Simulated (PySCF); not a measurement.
A geometry optimisation on `C([Si@H]([SeH])O)C`.

Computed with PBE0-D3(BJ)/def2-SVP geometry optimisation, gas phase (PySCF 2.14.0). Start geometry: GFN2-xTB. A driver script takes a list of jobs; this job's settings line and coordinates (Å) are shown.

Command:
```bash
OMP_NUM_THREADS=1 python probes_run.py task.json out
```

Input:
```
{"job": {"xc": "PBE0", "basis": "def2-SVP", "d3": "d3bj", "grid": 1, "shake": 0.01, "kind": "geom"}, "charge": 0, "multiplicity": 1}
C     -1.814580     0.186290     0.312290
C     -0.632470     0.193590    -0.620750
Si     0.972290    -0.055250     0.323510
O      0.920850    -1.483680     1.069860
Se     2.794390    -0.177060    -1.120280
H     -2.759410     0.336580    -0.262400
H     -1.883580    -0.721010     0.865430
H     -1.748120     1.035540     1.015510
H     -0.748270    -0.594900    -1.334150
H     -0.590200     1.132240    -1.167320
H      1.289120     1.007320     1.297940
H      1.662100    -1.980560     1.352060
H      2.543700     1.104020    -1.742020
```

Output:
```
step   0  E = -2846.29225439  max force = 0.031557
step   1  E = -2846.29845703  max force = 0.009727
step   2  E = -2846.29962445  max force = 0.003043
step   3  E = -2846.30005691  max force = 0.002208
step   4  E = -2846.30033189  max force = 0.003171
step   5  E = -2846.30062916  max force = 0.003075
step   6  E = -2846.30081248  max force = 0.002265
step   7  E = -2846.30100526  max force = 0.002350
step   8  E = -2846.30112094  max force = 0.001649
step   9  E = -2846.30125345  max force = 0.001789
step  10  E = -2846.30140088  max force = 0.001669
step  11  E = -2846.30152857  max force = 0.001628
step  12  E = -2846.30159960  max force = 0.001242
step  13  E = -2846.30164722  max force = 0.000478
step  14  E = -2846.30164231  max force = 0.000707
step  15  E = -2846.30164593  max force = 0.000776
step  16  E = -2846.30164848  max force = 0.000436
optimisation converged
```

Energies in Eh; «max force» is the largest Cartesian gradient component in Eh/bohr.

Give the first gradient maximum in eV/Å.

With 1 Eh/bohr = 51.422 eV/Å, 1.623 eV/Å.

How much energy does the optimisation release, in kJ/mol?

E(step 0) − E(last step) = 0.009394 Eh, which is 24.7 kJ/mol.

Main results: final energy -2846.30165 Eh after 16 steps; dipole 1.01 D.

Give the final coordinates.

0.425 Å rms from the input after alignment:
```
atom  x, y, z in Å
C1    -1.6546    0.2794    1.0061
C2    -0.7944    0.1826   -0.2516
Si3    1.0199   -0.0654    0.1071
O4     1.1078   -1.4110    1.0880
Se5    2.1764   -0.3871   -1.8489
H6    -2.7208    0.4006    0.7588
H7    -1.5528   -0.6246    1.6252
H8    -1.3628    1.1392    1.6303
H9    -1.1243   -0.6582   -0.8867
H10   -0.8881    1.0884   -0.8750
H11    1.6380    1.1274    0.7648
H12    1.9811   -1.7960    1.2073
H13    3.2581    0.5233   -1.4489
```

On one thread, Arm Neoverse N1 (aarch64), on a shared host, this took 3.3 min and 0.51 GiB of memory at its peak.
Labels such as C1 count atoms from 1, the log's own numbers from 0.
